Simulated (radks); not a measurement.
All-electron atom: In3+ in [Kr] 4d10. Calculated with a radial shooting solver on a logarithmic mesh with Libxc functionals: scalar-relativistic Kohn-Sham, exchange-only LDA, spin-polarised, spherical densities, point nucleus. Some entries of the table are withheld. Estimate them.

| orbital | occ. | eigenvalue (eV) | <r^2> (bohr^2) | <1/r> (bohr^-1) |
|---|---|---|---|---|
| 1s | 2 | -27748.26 | 0.001197 | 51.81 |
| 2s | 2 | -4178.960 | 0.01951 | (1) |
| 2p | 6 | (2) | (3) | 11.37 |
| 3s | 2 | -814.9894 | 0.1395 | 4.174 |
| 3p | 6 | -676.4634 | (4) | 3.978 |
| 3d | 10 | -460.7089 | 0.1253 | 3.751 |
| 4s | 2 | -147.4321 | 0.8140 | 1.638 |
| 4p | 6 | -106.0165 | 0.9705 | 1.481 |
| 4d | 10 | -46.4079 | 1.586 | 1.155 |

Answer. 
(1) 2s <1/r> (bohr^-1): 11.80
(2) 2p eigenvalue (eV): -3755.959
(3) 2p <r^2> (bohr^2): 0.01538
(4) 3p <r^2> (bohr^2): 0.1403
